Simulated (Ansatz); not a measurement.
Basis-set extrapolation for `N[SiH](O)[Si](N)(O)O` (PBE0-D4/def2-TZVP geometry, frozen core, the Gaussian-basis code of Ansatz). Multiplicity 1, RHF reference.

|  | def2-TZVPP | def2-QZVPP |
| --- | --- | --- |
| HF | -916.427469 | -916.463091 |
| MP2 correlation | -1.387659 | -1.498423 |
| CCSD(T) correlation | -1.477004 | not run |

Energies in hartree. Use E(X) = E(∞) + A·exp(−7.88·√X) for Hartree–Fock and E(X) = E(∞) + B·X^(−2.97) for correlation, with X = 3 and 4, and add CCSD(T) minus MP2 of the smaller set to the MP2 limit.

What is the CCSD(T) energy at the basis-set limit?

HF limit: -916.463091 + (-0.035622) × 0.13774 = -916.46800. MP2 limit: -1.498423 + (-0.110764) × 0.74074 = -1.58047. Higher-order term: -1.477004 − (-1.387659) = -0.08935. Total: -918.13782 hartree, 612.7 kJ/mol below CCSD(T)/def2-TZVPP.
